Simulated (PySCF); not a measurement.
CBr3, SMILES Br[C+](Br)Br, charge +1.

Geometry: B3LYP-D3(BJ)/def2-SVP.

Method: TDA-B3LYP/def2-SVPD run with PySCF.

Vertical excitations; the highest root listed may be one member of a degenerate set. Gas-phase values at a fixed geometry. State labels are in the subgroup C2v.

```csv
state,symmetry,energy (eV),λ (nm),f,main pairs
S1,A2,2.72,456,0.000,HOMO→LUMO 100 %
S2,B2,3.70,335,0.000,HOMO−3→LUMO (degenerate set)
S3,A2,3.70,335,0.000,HOMO−4→LUMO (degenerate set)
S4,B1,4.62,268,0.184,HOMO−1→LUMO (degenerate set)
S5,A1,4.62,268,0.184,HOMO−2→LUMO (degenerate set)
S6,B1,5.16,240,0.000,HOMO→LUMO+1 99 %
S7,A2,5.89,210,0.000,HOMO−1→LUMO+1 (degenerate set)
S8,B2,5.89,210,0.000,HOMO−2→LUMO+1 (degenerate set)
S9,A1,6.40,194,0.046,HOMO−3→LUMO+1 (degenerate set)
S10,B1,6.40,194,0.046,HOMO−4→LUMO+1 (degenerate set)
T1,A2,2.49,499,0,HOMO→LUMO 100 %
T2,B1,3.06,405,0,HOMO−1→LUMO (degenerate set)
T3,A1,3.06,405,0,HOMO−2→LUMO (degenerate set)
T4,B2,3.47,358,0,HOMO−3→LUMO 100 %
```
Triplets are in the Tamm–Dancoff approximation.
